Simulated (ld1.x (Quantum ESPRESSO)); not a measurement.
**Which change was made? (F, TM)**

```
Element                 : F (Z = 9)
Generator               : ld1.x (Quantum ESPRESSO) 7.5
Type                    : norm-conserving Troullier–Martins (Kleinman–Bylander form)
Functional              : PBE
Relativity              : scalar-relativistic
Frozen core             : [He]
Valence charge          : 7
Reference configuration : 2s2 2p5
Partial waves           : 2s (bound): rc 0.70 bohr; 2p (bound): rc 1.35 bohr
Local potential         : all-electron potential smoothed inside 0.85 bohr (lloc = -1)
Core correction         : none
```

Cutoffs, loose and tight: the cutoffs (Ry, on a coarse ladder) from which the occupation-weighted sum of valence levels, in a spherical-Bessel basis at the reference potential, stays within 10 and 1 mRy of its value at 400 Ry. They do not see the model core or the augmentation charge, which bear on the density cutoff. Test errors are all-electron minus pseudo excitation energies from the reference, over the configurations 2s2 2p4; 2s2 2p3; 2s2 2p2; 2s2 2p1; 2s1 2p5; 2s2 2p5.3; 2s1 2p6; variants that change the core or the reference have their own tests.

The base gives: outcome: generated; cutoff, loose: 120 Ry; cutoff, tight: 260 Ry; bound ghosts: none; largest test error (meV): +1987.

**Question.** After one change the result is: outcome: generated; cutoff, loose: 80 Ry; cutoff, tight: 180 Ry; bound ghosts: none; largest test error (meV): +5518. Which change was it?
A. all radii scaled by about 0.75 (s 0.52, p 1.02 bohr); local potential all-electron potential smoothed inside 0.64 bohr (lloc = -1)
B. all radii scaled by about 1.32 (s 0.92, p 1.78 bohr); local potential all-electron potential smoothed inside 1.12 bohr (lloc = -1)
C. all radii scaled by about 1.21 (s 0.84, p 1.64 bohr); local potential all-electron potential smoothed inside 1.02 bohr (lloc = -1)

**Answer.** B. The others give: all radii scaled by about 1.21 (s 0.84, p 1.64 bohr); local potential all-electron potential smoothed inside 1.02 bohr (lloc = -1) → outcome: generated; cutoff, loose: 100 Ry; cutoff, tight: 200 Ry; bound ghosts: none; largest test error (meV): +4231 | all radii scaled by about 0.75 (s 0.52, p 1.02 bohr); local potential all-electron potential smoothed inside 0.64 bohr (lloc = -1) → outcome: generated; cutoff, loose: 260 Ry; cutoff, tight: over 300 Ry; bound ghosts: none; largest test error (meV): +812.
